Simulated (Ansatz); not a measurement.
Geometry optimisation, RKS PBE-D4/def2-SVP in Ansatz 0.2.0.

input.yaml

```yaml
crystal:
  periodic: [false, false, false]
  atoms:
    - { symbol: B, position_ang: [-0.6036, 0.8723, -1.4498] }
    - { symbol: "N", position_ang: [0.7029, 0.4807, -0.9277] }
    - { symbol: Si, position_ang: [0.4539, -0.0675, 0.751] }
    - { symbol: "N", position_ang: [-0.4692, -1.5219, 0.7946] }
    - { symbol: F, position_ang: [-0.2301, 1.1439, 1.6651] }
    - { symbol: H, position_ang: [-0.8365, 2.0562, -1.7821] }
    - { symbol: H, position_ang: [-1.4847, 0.123, -1.6147] }
    - { symbol: H, position_ang: [1.3495, 1.352, -0.8961] }
    - { symbol: H, position_ang: [1.29653, -0.36188, -1.06648] }
    - { symbol: H, position_ang: [-0.5768, -1.8513, 1.8152] }
    - { symbol: H, position_ang: [-0.045, -2.2702, 0.283] }
basis:
  gaussian: { orbitals: def2-SVP }
hamiltonian:
  xc: pbe
  dispersion: d4
relax:
  f_tol: 0.02
  max_steps: 50
```

Command:

```bash
$ ansatz run input.yaml --threads 2 --pin off --max-ram 3072MiB --backend cpu --events-out ev --progress --plain --runs-dir out
```

Where does it end, and by what steps?

It converged. After 22 steps the energy has fallen by 2.844 eV; H11 moved furthest, 1.21 Å. Parted: N2–Si3 (1.78 → 2.98 Å).

```
step  energy less start (eV)  largest force component (eV/Å)  accepted
   0                  0.0000                           5.525       yes
   1                 -1.2727                           3.666       yes
   2                 -1.8788                           1.462       yes
   3                 -2.1264                           0.931       yes
   4                 -2.2663                           1.256       yes
   5                 -2.4099                           1.298       yes
   6                 -2.6289                           1.336       yes
   7                 -2.7443                           0.375       yes
   8                 -2.7929                           1.566       yes
   9                 -2.8111                           0.601       yes
  10                 -2.8255                           0.189       yes
  11                 -2.8352                           0.174       yes
  12                 -2.8376                           0.048       yes
  13                 -2.8394                           0.045       yes
  14                 -2.8403                           0.082       yes
  15                 -2.8413                           0.077       yes
  16                 -2.8426                           0.064       yes
  17                 -2.8433                           0.083       yes
  18                 -2.8438                           0.063       yes
  19                 -2.8440                           0.076       yes
  20                 -2.8443                           0.045       yes
  21                 -2.8444                           0.025       yes
  22                 -2.8444                           0.019       yes
```

```xyz
11
Properties=species:S:1:pos:R:3
B -0.592 1.234 -1.504
N 0.619 0.530 -1.412
Si 0.599 -0.036 1.515
N 0.056 -1.655 1.181
F -0.890 0.719 1.454
H -0.568 2.449 -1.482
H -1.625 0.604 -1.615
H 1.533 0.983 -1.359
H 0.673 -0.490 -1.442
H -0.920 -1.915 0.998
H 0.673 -2.469 1.240
```

Whether the end is a true minimum wasn't checked by a vibrational analysis.

Run time: 31 s on 2 threads of Intel(R) Xeon(R) 6975P-C (Granite Rapids) (shared host), peak memory 0.17 GiB.
